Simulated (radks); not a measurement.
Problem. Species: Cu3+. Configuration: [Ne] 3s2 3p5 3d8 4f1 (not the ground configuration). Calculated with a radial shooting solver on a logarithmic mesh with Libxc functionals: Dirac Kohn-Sham, PBEsol, spin-unpolarised, spherical densities, finite nucleus; open shells fill j = l - 1/2 first; Fermi nuclear charge, rms radius 3.8823 fm. Some entries of the table are withheld. Estimate them.

orbital,occ.,eigenvalue (eV),<1/r> (bohr^-1),<r^2> (bohr^2)
1s1/2,2,-8909.927,29.14,0.003660
2s1/2,2,-1127.783,6.357,0.06526
2p1/2,2,-996.8483,6.314,0.05121
2p3/2,4,-976.3480,6.174,0.05276
3s1/2,2,-177.2617,(1),0.5629
3p1/2,2,-136.1268,(2),0.6068
3p3/2,3,-133.3916,(3),0.6224
3d3/2,4,-64.8100,1.602,0.8000
3d5/2,4,-64.4489,1.594,0.8071
4s1/2,0,-41.4944,0.6907,4.229
4p1/2,0,-32.2227,0.6013,5.515
4p3/2,0,-31.8994,0.5945,5.623
4d3/2,0,-19.4520,0.4265,10.77
4d5/2,0,-19.4202,0.4256,10.81
4f5/2,1,-11.6390,0.2602,21.30
4f7/2,0,-11.6386,0.2601,21.30
5f5/2,0,-6.6238,0.1644,70.12
5f7/2,0,-6.6236,0.1643,70.12

Solution. 
(1) 3s1/2 <1/r> (bohr^-1): 2.038
(2) 3p1/2 <1/r> (bohr^-1): 1.919
(3) 3p3/2 <1/r> (bohr^-1): 1.887
